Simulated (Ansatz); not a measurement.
`N#[C][Sn]([F])([Cl])[Cl]`. Charge 0, multiplicity 1. Sn: def2 effective core potential.

Cartesian coordinates in Å:
```
N 2.705 -0.176 0.002
C 1.558 -0.077 0.003
Sn -0.520 0.060 0.004
F -0.942 1.876 0.314
Cl -1.420 -1.163 1.696
Cl -1.381 -0.521 -2.018
```

Task: What are the harmonic wavenumbers in cm⁻¹ at PBE0-D4/def2-TZVP (Ansatz, finite differences of forces, unscaled)? (Estimate.)

Result: Ansatz gave: 77, 87, 110, 150, 151, 279, 282, 391, 419, 449, 660, 2333.

Task: Is this a minimum?

Result: Yes, all 12 modes are real.

Task: Give the ideal-gas thermochemistry at 298.15 K and 1 bar (rigid rotor, harmonic oscillator; point group Cs, symmetry number 1).

Result: Zero-point energy 32.2 kJ/mol; H(298) − E = 56.4 kJ/mol; entropy 394.3 J/(mol·K), of which translation 176.9, rotation 123.7, vibration 93.7; G(298) − E = -61.2 kJ/mol. Modes under 100 cm⁻¹ are hindered rotations or soft bends, so the harmonic entropy is rough.

Task: And at 400, 500, 600, 800 and 1000 K?

Result: 
```json
{"T (K)": "400", "H − E (kJ/mol)": "67.9", "S (J/mol/K)": "427.5", "G − E (kJ/mol)": "-103.1"}
{"T (K)": "500", "H − E (kJ/mol)": "79.7", "S (J/mol/K)": "453.6", "G − E (kJ/mol)": "-147.2"}
{"T (K)": "600", "H − E (kJ/mol)": "91.7", "S (J/mol/K)": "475.6", "G − E (kJ/mol)": "-193.7"}
{"T (K)": "800", "H − E (kJ/mol)": "116.3", "S (J/mol/K)": "510.9", "G − E (kJ/mol)": "-292.5"}
{"T (K)": "1000", "H − E (kJ/mol)": "141.4", "S (J/mol/K)": "538.9", "G − E (kJ/mol)": "-397.5"}
```

Task: Rotational constants (cm⁻¹)?

Result: 0.04605, 0.04485, 0.03282.
